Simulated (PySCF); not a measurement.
# Br, SMILES `[Br]` (charge 0, multiplicity 2)

These are PySCF with TPSSh-D3(BJ)/def2-TZVP values and carry that method's errors.

```json
{
  "highest_occupied_spin_orbital": "-8.08 eV",
  "dipole_moment": "0.00 D",
  "total_energy": "-70042.74 eV",
  "cost": "very roughly 6 core-seconds"
}
```

```xyz
1

Br     0.0000     0.0000     0.0000
```
Charge 0, spin multiplicity 2.
